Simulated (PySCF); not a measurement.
Radial density of B⁺ (boron, charge +1)

LDA, [He] 2s2, closed-shell 1S. All numbers are calculated (PySCF 2.14, scalar relativity by spin-free X2C-1e, in cc-pVDZ-DK (3s2p1d, 14 functions)).

| r (bohr) | 4πr²ρ (e/bohr) |
| --- | --- |
| 0.00670 | 0.03872 |
| 0.0113 | 0.1047 |
| 0.0190 | 0.2718 |
| 0.0319 | 0.6747 |
| 0.0536 | 1.534 |
| 0.0902 | 3.029 |
| 0.152 | 4.698 |
| 0.255 | 4.914 |
| 0.429 | 2.695 |
| 0.722 | 0.8302 |
| 1.21 | 1.128 |
| 2.04 | 0.8703 |
| 3.44 | 0.1230 |
| 5.78 | 0.002376 |

Densities and radii are taken from the X2C orbitals without a picture-change correction, which distorts them close to the nucleus.
